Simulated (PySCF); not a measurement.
propene (C₃H₆), singlet, geometry from GFN2-xTB. Base run: PySCF with B3LYP/6-31G*.

The PySCF input:
```python
from pyscf import gto, scf, dft

mol = gto.Mole()
mol.atom = '''
    C     1.279892    0.123522    0.009191
    C     0.008252    0.474861    0.009243
    H     1.580863   -0.911474   -0.009262
    H     2.074598    0.849719    0.027481
    H    -0.266597    1.522093    0.028072
    C    -1.135740   -0.482434   -0.015379
    H    -0.783764   -1.510907   -0.033434
    H    -1.764433   -0.339590    0.863349
    H    -1.755096   -0.305534   -0.894541
'''
mol.basis = '6-31g*'
mol.charge = 0
mol.spin = 0
mol.verbose = 4
mol.build()

mf = dft.RKS(mol)
mf.xc = 'b3lyp'
mf.kernel()
mf.analyze()
```

Each row names what was changed in the base input (with any setting that the change needs).

```
change                             ΔE vs base (mEh)  fitting functions  dipole (D)
---------------------------------  ----------------  -----------------  ----------
base                                          0.000                  -        0.36
auxbasis = def2-universal-jfit               -0.016                213        0.35
auxbasis = def2-tzvp-ri                      -0.132                318        0.35
auxbasis = even-tempered beta=2.0            -0.172                402        0.35
auxbasis = cc-pvqz-jkfit                     -0.018                624        0.36
auxbasis = even-tempered beta=3.0            -1.238                279        0.35
auxbasis = autoaux                           -0.463                384        0.35
auxbasis = cc-pvtz-jkfit                     -0.039                417        0.36
auxbasis = cc-pvdz-jkfit                     -0.049                348        0.36
auxbasis = def2-universal-jkfit              -0.055                333        0.36
```

A fitting set is made for a task (jfit for Coulomb, jkfit for Coulomb and exchange, ri for correlation) and for a family of orbital bases.
